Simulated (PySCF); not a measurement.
**Spin states of SrCa**

Unrestricted PBE0; basis Sr def2-SVP with ECP28, Ca def2-SVP; scalar-relativistic core potentials; PySCF 2.14. Outer shells of the fragments: Sr 5s2; Ca 4s2.

Followed along the bond (rough minima from three points):

```json
{"2Ms+1": "1", "unpaired": "none", "⟨S²⟩ at the start": "0.00", "R at minimum (Å)": "4.47", "Te (eV)": "0.00"}
{"2Ms+1": "1", "unpaired": "σ ↓, π ↑", "⟨S²⟩ at the start": "1.10", "R at minimum (Å)": "3.58", "Te (eV)": "0.73"}
{"2Ms+1": "3", "unpaired": "σ ↑, π ↑", "⟨S²⟩ at the start": "2.02", "R at minimum (Å)": "3.59", "Te (eV)": "0.77"}
{"2Ms+1": "3", "unpaired": "σ ↑↑", "⟨S²⟩ at the start": "2.02", "R at minimum (Å)": "4.04", "Te (eV)": "0.95"}
{"2Ms+1": "3", "unpaired": "π ↑↑", "⟨S²⟩ at the start": "2.13", "R at minimum (Å)": "none in the scan", "Te (eV)": "≤ 1.56"}
```

Solutions found at the starting distance of 3.300 Å, counted from the lowest of them; the search is not exhaustive and high or unbound solutions are not listed, so other states can lie among these:

```tsv
2Ms+1	unpaired	term	E (eV)	⟨S²⟩	⟨Lz²⟩	μ (D)
1	none	¹Σ⁺	0.00	0.00	0.00	-0.27
1	σ ↓, π ↑	mixed	0.08	1.10	1.05	-0.58
3	σ ↑, π ↑	³Π	0.13	2.02	1.03	-0.66
3	σ ↑↑	³Σ⁺	0.69	2.02	0.00	-1.14
3	π ↑↑	³Σ⁻	0.82	2.13	0.00	-2.30
1	π ↑↓	mixed	1.01	1.05	2.09	-1.24
3	σ ↑, δ ↑	³Δ	1.13	2.05	4.00	-0.12
1	σ ↑, δ ↓	mixed	1.31	1.03	4.00	-0.16
1	none	mixed	1.54	0.00	2.01	-1.21
```

A term symbol is given only where ⟨S²⟩ and ⟨Lz²⟩ are close to those of a pure state; real π, δ and φ orbitals otherwise mix terms. A positive dipole means Sr(−)Ca(+).

Question: Compare the gap between the two lowest followed solutions at the starting distance with the gap between their minima.

Answer: At PBE0 the second solution (Ms = 0 of mixed spin, unpaired electrons σ ↓, π ↑) lies +0.08 eV from the first (singlet, closed shell) at 3.300 Å and +0.73 eV at the minima; the two curves relax by different amounts, since their minima lie near 3.58 and 4.47 Å.
